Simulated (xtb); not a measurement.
HSb, triplet, from a rough starting geometry; GFN2-xTB (xtb 6.7.1).

The xtb input:
```
$ xtb mol.xyz --gfn 2 --uhf 2 --opt vtight --json

# file mol.xyz
2

Sb     0.06013547    -0.00274202    -0.81006738
H     -0.04864369     0.07539496     0.84522027
```

Predict the main parts of the log of this xtb run.


```
   ID    Z sym.   atoms
    1   51 Sb     1
    2    1 H      2

           -------------------------------------------------
          |                Calculation Setup                |
           -------------------------------------------------

           -------------------------------------------------
          |                 G F N 2 - x T B                 |
           -------------------------------------------------

          ...................................................
          :                      SETUP                      :
          :.................................................:
          :  # basis functions                  11          :
          :  # atomic orbitals                  10          :
          :  # shells                            4          :
          :  # electrons                         6          :
          :  max. iterations                   250          :
          :  Hamiltonian                  GFN2-xTB          :
          :  restarted?                      false          :
          :  GBSA solvation                  false          :
          :  PC potential                    false          :
          :  electronic temp.          300.0000000     K    :
          :  accuracy                    1.0000000          :
          :  -> integral cutoff          0.2500000E+02      :
          :  -> integral neglect         0.1000000E-07      :
          :  -> SCF convergence          0.1000000E-05 Eh   :
          :  -> wf. convergence          0.1000000E-03 e    :
          :  Broyden damping             0.4000000          :
          :  net charge                          0          :
          :  unpaired electrons                  2          :
          ...................................................

 iter      E             dE          RMSdq      gap      omega  full diag
   1     -2.6693734 -0.266937E+01  0.330E+00    3.98       0.0  T
   2     -2.6743964 -0.502299E-02  0.397E+00    4.10       1.0  T
   3     -2.6745156 -0.119188E-03  0.375E+00    4.10       1.0  T
   4     -2.6747379 -0.222274E-03  0.337E-02    4.06       2.1  T
   5     -2.6747379 -0.670523E-08  0.134E-02    4.06       5.3  T
   6     -2.6747379 -0.147885E-08  0.568E-04    4.06     124.4  T
   7     -2.6747379 -0.107421E-10  0.185E-04    4.06     381.6  T

   *** convergence criteria satisfied after 7 iterations ***

 transition dipole moment (au) for excitation:           3           4
     X       Y       Z
  -0.0000   0.0000  -0.0000  total (au/Debye):    0.000   0.000
 dE (eV)             :    0.000
 oscillator strength :  0.16127E-38

         :::::::::::::::::::::::::::::::::::::::::::::::::::::
         ::                     SUMMARY                     ::
         :::::::::::::::::::::::::::::::::::::::::::::::::::::
         :: total energy              -2.670502776232 Eh    ::
         :: gradient norm              0.023691663380 Eh/a0 ::
         :: HOMO-LUMO gap              4.061309173383 eV    ::
         ::.................................................::
         :: SCC energy                -2.674737907060 Eh    ::
         :: -> isotropic ES            0.002197362005 Eh    ::
         :: -> anisotropic ES          0.000088813864 Eh    ::
         :: -> anisotropic XC          0.000455180996 Eh    ::
         :: -> dispersion             -0.000417879515 Eh    ::
         :: repulsion energy           0.004235130828 Eh    ::
         :: add. restraining           0.000000000000 Eh    ::
         :: total charge              -0.000000000000 e     ::
         :::::::::::::::::::::::::::::::::::::::::::::::::::::

      -----------------------------------------------------------
     |                   =====================                   |
     |                        A N C O P T                        |
     |                   =====================                   |
     |               Approximate Normal Coordinate               |
     |                Rational Function Optimizer                |
      -----------------------------------------------------------
      -----------------------------------------------------------
     |                   =====================                   |
     |                        A N C O P T                        |
     |                   =====================                   |
     |               Approximate Normal Coordinate               |
     |                Rational Function Optimizer                |
      -----------------------------------------------------------

          ...................................................
          :                      SETUP                      :
          :.................................................:
          :   optimization level         verytight          :
          :   max. optcycles                   200          :
          :   ANC micro-cycles                  20          :
          :   degrees of freedom                 1          :
          :.................................................:
          :   RF solver                   davidson          :
          :   write xtbopt.log                true          :
          :   linear (good luck)              true          :
          :   energy convergence         0.1000000E-06 Eh   :
          :   grad. convergence          0.2000000E-03 Eh/α :
          :   maxmium RF displ.          1.0000000          :
          :   Hlow (freq-cutoff)         0.1000000E-01      :
          :   Hmax (freq-cutoff)         5.0000000          :
          :   S6 in model hess.         20.0000000          :
          ...................................................

generating ANC from exact Hessian ...
Using Lindh-Hessian (1995)
 Shifting diagonal of input Hessian by    0.0000000000000000
 Lowest  eigenvalues of input Hessian
    0.000000    0.000000    0.000000    0.000000    0.000000    0.205342
 Highest eigenvalues
[...]
 * total energy  :    -2.6705028 Eh     change       -0.1803002E-12 Eh
 * total energy  :    -2.6719273 Eh     change       -0.1424550E-02 Eh
 * total energy  :    -2.6719534 Eh     change       -0.2610255E-04 Eh
 * total energy  :    -2.6719544 Eh     change       -0.1020106E-05 Eh
 * total energy  :    -2.6719547 Eh     change       -0.2595118E-06 Eh
 * total energy  :    -2.6719547 Eh     change       -0.1036549E-10 Eh
   *** GEOMETRY OPTIMIZATION CONVERGED AFTER 6 ITERATIONS ***
[...]

          ...................................................
          :                      SETUP                      :
          :.................................................:
          :  # basis functions                  11          :
          :  # atomic orbitals                  10          :
          :  # shells                            4          :
          :  # electrons                         6          :
          :  max. iterations                   250          :
          :  Hamiltonian                  GFN2-xTB          :
          :  restarted?                      false          :
          :  GBSA solvation                  false          :
          :  PC potential                    false          :
          :  electronic temp.          300.0000000     K    :
          :  accuracy                    1.0000000          :
          :  -> integral cutoff          0.2500000E+02      :
          :  -> integral neglect         0.1000000E-07      :
          :  -> SCF convergence          0.1000000E-05 Eh   :
          :  -> wf. convergence          0.1000000E-03 e    :
          :  Broyden damping             0.4000000          :
          :  net charge                          0          :
          :  unpaired electrons                  2          :
          ...................................................

 iter      E             dE          RMSdq      gap      omega  full diag
   1     -2.6737444 -0.267374E+01  0.466E-07    3.44       0.0  T
   2     -2.6737444 -0.444089E-15  0.316E-07    3.44  100000.0  T
   3     -2.6737444  0.222045E-14  0.692E-08    3.44  100000.0  T

   *** convergence criteria satisfied after 3 iterations ***

 transition dipole moment (au) for excitation:           3           4
     X       Y       Z
   0.0000  -0.0000   0.0000  total (au/Debye):    0.000   0.000
 dE (eV)             :    0.000
 oscillator strength :  0.18982E-38

         :::::::::::::::::::::::::::::::::::::::::::::::::::::
         ::                     SUMMARY                     ::
         :::::::::::::::::::::::::::::::::::::::::::::::::::::
         :: total energy              -2.671954708653 Eh    ::
         :: gradient norm              0.000000002205 Eh/a0 ::
         :: HOMO-LUMO gap              3.436779217366 eV    ::
         ::.................................................::
         :: SCC energy                -2.673744395760 Eh    ::
         :: -> isotropic ES            0.003254479752 Eh    ::
         :: -> anisotropic ES          0.000398749899 Eh    ::
         :: -> anisotropic XC          0.000673787200 Eh    ::
         :: -> dispersion             -0.000465425299 Eh    ::
         :: repulsion energy           0.001789687107 Eh    ::
         :: add. restraining           0.000000000000 Eh    ::
         :: total charge               0.000000000000 e     ::
         :::::::::::::::::::::::::::::::::::::::::::::::::::::

           -------------------------------------------------
          |                Property Printout                |
           -------------------------------------------------

    * Orbital Energies and Occupations

         #    Occupation            Energy/Eh            Energy/eV
      -------------------------------------------------------------
         1        2.0000           -0.7303131             -19.8728
         2        2.0000           -0.3879977             -10.5580
         3        1.0000           -0.2915985              -7.9348
         4        1.0000           -0.2915985              -7.9348 (HOMO)
         5                         -0.1652992              -4.4980 (LUMO)
         6                          0.0030277               0.0824
         7                          0.0030277               0.0824
         8                          0.0045646               0.1242
         9                          0.0045646               0.1242
        10                          0.3910940              10.6422
      -------------------------------------------------------------
                  HL-Gap            0.1262993 Eh            3.4368 eV
             Fermi-level           -0.2841235 Eh           -7.7314 eV

     #   Z          covCN         q      C6AA      α(0)
     1  51 Sb       0.920     0.132   445.214    42.064
     2   1 H        0.920    -0.132     6.850     4.093

 Mol. C6AA /au·bohr⁶  :        560.202736
 Mol. C8AA /au·bohr⁸  :      51755.010762
 Mol. α(0) /au        :         46.157011

Wiberg/Mayer (AO) data.
largest (>0.10) Wiberg bond orders for each atom

 ---------------------------------------------------------------------------
     #   Z sym  total        # sym  WBO       # sym  WBO       # sym  WBO
 ---------------------------------------------------------------------------
     1  51 Sb   0.982 --     2 H    0.982
     2   1 H    0.982 --     1 Sb   0.982
 ---------------------------------------------------------------------------

Topologies differ in total number of bonds
Writing topology from bond orders to xtbtopo.mol

molecular dipole:
                 x           y           z       tot (Debye)
 q only:        0.029      -0.021      -0.439
   full:        0.025      -0.018      -0.385       0.981
molecular quadrupole (traceless):
                xx          xy          yy          xz          yz          zz
 q only:        0.017       0.003       0.011      -0.006      -0.046      -0.028
  q+dip:       -0.292      -0.001      -0.298      -0.066       0.003       0.590
   full:       -0.001       0.002      -0.006      -0.008      -0.038       0.007

optimized geometry written to: xtbopt.xyz

           -------------------------------------------------
          | TOTAL ENERGY               -2.671954708653 Eh   |
          | GRADIENT NORM               0.000000002205 Eh/α |
          | HOMO-LUMO GAP               3.436779217366 eV   |
           -------------------------------------------------

normal termination of xtb
```
